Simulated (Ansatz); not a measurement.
Input file for Ansatz (a quantum-chemistry and plane-wave program): R-wB97M-V/def2-TZVPP on CH4Cd (SMILES [CH3][CdH]), atoms moved off the minimum. Elements past Kr take the def2 small-core potentials; no spin–orbit coupling.

Ansatz 0.2 input:
```yaml
crystal:
  periodic: [false, false, false]
  atoms:
    - {symbol: Cd, position_ang: [-0.34568078, -0.09661248, 0.05752528]}
    - {symbol: H, position_ang: [-1.82555612, -0.86946573, -0.24125654]}
    - {symbol: C, position_ang: [1.43705651, 1.05453578, 0.07238479]}
    - {symbol: H, position_ang: [2.04645652, 0.62420118, 0.92756415]}
    - {symbol: H, position_ang: [1.35190099, 1.84898685, 0.42355613]}
    - {symbol: H, position_ang: [2.12479330, 0.40038864, -0.45642777]}
basis:
  gaussian:
    orbitals: def2-TZVPP
hamiltonian:
  xc: {name: wB97M-V}
scf: {lower_state_search: off}
output: {forces: true}
```

The log:

```
WARN ansatz: RAYON_NUM_THREADS=1 ignored (pool sized by the plan → 1); use --threads N
Functional definition: wB97M-V
these checks for a lower state are left out or cut short: stability, starts, cluster_reference, orbital_swaps, neighbouring_geometries, increment
integrals: 0.06 GiB planned
798 factors; their error is unknown
integrals: 0.09 GiB planned
183 factors; integrals over basis functions are off by at most 2.3e-5 eV
mean field: 0.61 GiB planned
mean field evaluation 1: about -5656.5152 eV, gradient 5.0e1 eV
mean field evaluation 2: about -5657.2060 eV, gradient 4.5e1 eV
mean field evaluation 4: about -5662.0030 eV, gradient 1.7e0 eV
mean field evaluation 8: about -5662.0078 eV, gradient 1.1e-1 eV
mean field evaluation 16: about -5662.0499 eV, gradient 1.9e-4 eV
mean field -5662.04989267 eV, -208.0764956803 hartree, gradient 3.4e-6 eV, S^2 0.000000; 0 other end points of the search recorded, 0 dependent functions left out
the calculation of the forces begins
reference -5662.04994014 eV, -208.0764974250 hartree; 15, 15 occupied and 128, 128 virtual orbitals, 798 factors
Total energy: -5662.04994014 eV, -208.0764974250 hartree
Atom 0 at    -0.345681    -0.096612     0.057525 Å, force    -0.399872     0.238778    -0.308230 eV/Å
Atom 1 at    -1.825556    -0.869466    -0.241257 Å, force     0.261454    -0.018104     0.206565 eV/Å
Atom 2 at     1.437057     1.054536     0.072385 Å, force     1.647168   -15.597413    -2.153131 eV/Å
Atom 3 at     2.046457     0.624201     0.927564 Å, force    -1.090676    -0.008764     0.692627 eV/Å
Atom 4 at     1.351901     1.848987     0.423556 Å, force    -0.676260    13.570765     3.564277 eV/Å
Atom 5 at     2.124793     0.400389    -0.456428 Å, force     0.258186     1.814737    -2.002107 eV/Å
Dipole moment:     0.156636    -0.039390     0.126371 e Å
Checks for a lower state left out: stability, starts, cluster_reference, orbital_swaps, neighbouring_geometries, increment
```

Self-consistency was reached.

Cost: roughly 7 core-seconds.
